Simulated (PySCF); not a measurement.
Molfile (atoms numbered from 1):
```
C5H11FOSi
     RDKit          3D

 19 18  0  0  0  0  0  0  0  0999 V2000
   -2.1012    1.7046   -0.3138 C   0  0  0  0  0  0  0  0  0  0  0  0
   -1.6399    0.2747   -0.0767 C   0  0  0  0  0  0  0  0  0  0  0  0
   -0.2280    0.2757   -0.1158 O   0  0  0  0  0  0  0  0  0  0  0  0
    0.4781   -0.8759    0.0853 C   0  0  0  0  0  0  0  0  0  0  0  0
   -0.2476   -2.1843    0.1664 C   0  0  0  0  0  0  0  0  0  0  0  0
    1.8046   -0.7454    0.1770 C   0  0  0  0  0  0  0  0  0  0  0  0
    2.5919    0.9403    0.0727 Si  0  0  0  0  0  4  0  0  0  0  0  0
    4.1849    0.7008    0.2412 F   0  0  0  0  0  0  0  0  0  0  0  0
   -1.7698    2.0428   -1.2917 H   0  0  0  0  0  0  0  0  0  0  0  0
   -1.6724    2.3585    0.4405 H   0  0  0  0  0  0  0  0  0  0  0  0
   -3.1850    1.7592   -0.2621 H   0  0  0  0  0  0  0  0  0  0  0  0
   -2.0491   -0.3855   -0.8534 H   0  0  0  0  0  0  0  0  0  0  0  0
   -1.9954   -0.0756    0.9024 H   0  0  0  0  0  0  0  0  0  0  0  0
   -0.7907   -2.3816   -0.7582 H   0  0  0  0  0  0  0  0  0  0  0  0
    0.4659   -2.9862    0.3283 H   0  0  0  0  0  0  0  0  0  0  0  0
   -0.9644   -2.1859    0.9876 H   0  0  0  0  0  0  0  0  0  0  0  0
    2.4030   -1.6327    0.3069 H   0  0  0  0  0  0  0  0  0  0  0  0
    2.2442    1.8194    1.1836 H   0  0  0  0  0  0  0  0  0  0  0  0
    2.4613    1.5863   -1.2278 H   0  0  0  0  0  0  0  0  0  0  0  0
  1  2  1  0
  2  3  1  0
  3  4  1  0
  4  5  1  0
  4  6  2  0
  6  7  1  0
  7  8  1  0
  1  9  1  0
  1 10  1  0
  1 11  1  0
  2 12  1  0
  2 13  1  0
  5 14  1  0
  5 15  1  0
  5 16  1  0
  6 17  1  0
  7 18  1  0
  7 19  1  0
M  END
```

PySCF 2.14 calculation with GFN2-xTB geometry and σ from GIAO-PBE0/pcSseg-1; fast rotation and ring inversion assumed for equivalent nuclei, in vacuum, one conformer, no relativistic terms.

δ = σ(ref) − σ, references computed at the same level: $^{13}$C (186.93 ppm) and $^{1}$H (31.72 ppm) and $^{29}$Si (349.16 ppm) vs TMS; $^{17}$O (336.08 ppm) against H2O; $^{19}$F (170.95 ppm) against CFCl3.

```json
{"atoms": "H17", "nucleus": "$^{1}$H", "count": "1", "Hirshfeld charge": "0.04", "δ (ppm)": "4.50"}
{"atoms": "C4", "nucleus": "$^{13}$C", "count": "1", "Hirshfeld charge": "0.09", "δ (ppm)": "174.4"}
{"atoms": "C5", "nucleus": "$^{13}$C", "count": "1", "Hirshfeld charge": "-0.12", "δ (ppm)": "20.7"}
{"atoms": "C6", "nucleus": "$^{13}$C", "count": "1", "Hirshfeld charge": "-0.21", "δ (ppm)": "?"}
{"atoms": "H9/H10/H11", "nucleus": "$^{1}$H", "count": "3", "Hirshfeld charge": "0.05", "δ (ppm)": "1.34"}
{"atoms": "F8", "nucleus": "$^{19}$F", "count": "1", "Hirshfeld charge": "-0.22", "δ (ppm)": "-231.4"}
{"atoms": "O3", "nucleus": "$^{17}$O", "count": "1", "Hirshfeld charge": "-0.09", "δ (ppm)": "149.9"}
{"atoms": "C2", "nucleus": "$^{13}$C", "count": "1", "Hirshfeld charge": "0.02", "δ (ppm)": "65.2"}
{"atoms": "H18/H19", "nucleus": "$^{1}$H", "count": "2", "Hirshfeld charge": "-0.08", "δ (ppm)": "?"}
{"atoms": "Si7", "nucleus": "$^{29}$Si", "count": "1", "Hirshfeld charge": "0.39", "δ (ppm)": "-6.1"}
{"atoms": "C1", "nucleus": "$^{13}$C", "count": "1", "Hirshfeld charge": "-0.12", "δ (ppm)": "17.5"}
{"atoms": "H12/H13", "nucleus": "$^{1}$H", "count": "2", "Hirshfeld charge": "0.04", "δ (ppm)": "?"}
{"atoms": "H14/H15/H16", "nucleus": "$^{1}$H", "count": "3", "Hirshfeld charge": "0.05", "δ (ppm)": "?"}
```

Question: Estimate the values marked ?.

Answer: 
- C6: 98.5 ppm, β carbon of an enol-ether or enamine type C=C; the O or N lone pair pushes π density onto this β carbon and shields it
- H18/H19: 5.47 ppm, hydrogen on a silicon bonded to C, F
- H12/H13: 3.94 ppm, hydrogen on an sp3 CH2 bonded to O; its carbon carries O, an electronegative neighbour
- H14/H15/H16: 2.07 ppm, hydrogen on an allylic methyl carbon; allylic position

Shifts are as computed. Against solution values, carbons near 30 ppm lie about +3 ppm off and those near 130 ppm about +5 ppm. Of 1211 compounds with measured shifts, 218 miss one by over three times the rms of a fit or turn the order of signals round; such compounds aren't used in these exercises. Unscaled 19F shifts against computed CFCl3 carry errors that often reach 10 to 50 ppm. Experimental scales use liquid or dissolved standards, which lie at an offset from isolated H2O (liquid H2O: subtract about 36 ppm).
